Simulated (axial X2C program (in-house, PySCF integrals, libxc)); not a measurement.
**Spin–orbit effects down a group: molecules with Bi, PBE0**

All values come from calculations with an in-house all-electron X2C program for linear molecules (integrals from PySCF), spin-free (one-electron X2C) or two-component (2c: spin–orbit coupling with atomic mean-field Coulomb and Gaunt terms, which also bring small scalar terms), in Dyall basis sets with cores contracted in-house; open shells are unrestricted.

Basis sets: Al dyall-v3z, B dyall-v3z, Bi dyall-cv3z, Ga dyall-cv3z.

```tsv
molecule	spin-free state	Re (Å)	ωe (cm⁻¹)	De (eV)	2c state	Re 2c (Å)	ωe 2c (cm⁻¹)	De 2c (eV)
BiB	M_S = 1, Λ = 1	2.128	627.5	2.16	Ω = 2	2.162	555.5	2.12
AlBi	M_S = 1, Λ = 0	2.825	235.0	1.74	Ω = 1	2.678	237.5	1.73
GaBi	M_S = 1, Λ = 0	2.834	157.0	1.69	Ω = 1	2.717	154.4	n/a
```

(1) Work out the shifts from the spin-free to the two-component result.

Each entry is the lowest single determinant of a limited PBE0 search at one distance. De goes to single-determinant-based atoms at the same level (for ions the charge split of lowest energy) and is withheld (n/a) where an atom does not fit its ground term or J level. Main or longest-lived isotopes. One determinant is a doubtful description, or other states lie close, for BiB, AlBi, GaBi; these need not be ground states, and all values refer to the states named. Some open-shell Ω = 0 determinants are out of reach, so the Ω given for BiB, AlBi, GaBi need not be the lowest component. With several unpaired electrons the Ω given is that of one determinant, not necessarily of the lowest component. Some light 2c atoms are not at their ground J level, so De misses part of their lowering (0.04 eV or less). The functionals have no current term, which raises determinants with orbital currents. The lowest determinant changes configuration between the Hamiltonians for AlBi, so two states are compared there.

## Answers

(1) 

| molecule | 2c state | ΔRe (Å) | Δωe (cm⁻¹) | ΔDe (eV) |
| --- | --- | --- | --- | --- |
| BiB | Ω = 2 | 0.034 | -72.0 | -0.04 |
| AlBi | Ω = 1 | other state | other state | n/a |
| GaBi | Ω = 1 | -0.117 | -2.6 | n/a |

Shifts of one unit in the last digit are rounding.
